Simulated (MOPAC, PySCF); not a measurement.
System: SiH₂Cl, net charge 1, singlet state. SMILES of the parent species: [SiH2]Cl
Geometry: optimised at B3LYP-D3(BJ)/def2-TZVP (Ansatz).

Unscaled harmonic wavenumbers (cm⁻¹) in rising order, each level at the stationary point that it reaches from this structure (no distance between atoms moves by over 0.3 Å); the order of modes can differ between levels, and a negative number is imaginary. B3LYP-D3(BJ)/def2-TZVP (PySCF, at the structure above): 623, 664, 695, 943, 2291, 2355.

PM3 (MOPAC): 500, 523, 593, 829, 1777, 1785. Zero-point energy 8.6 against 10.8 kcal/mol; where all levels lie over 400 cm⁻¹, the wavenumbers are on average 0.810 times those of B3LYP-D3(BJ)/def2-TZVP.

PM7 (MOPAC): 564, 584, 625, 766, 2233, 2247. Zero-point energy 10.0 against 10.8 kcal/mol; where all levels lie over 400 cm⁻¹, the wavenumbers are on average 0.904 times those of B3LYP-D3(BJ)/def2-TZVP.
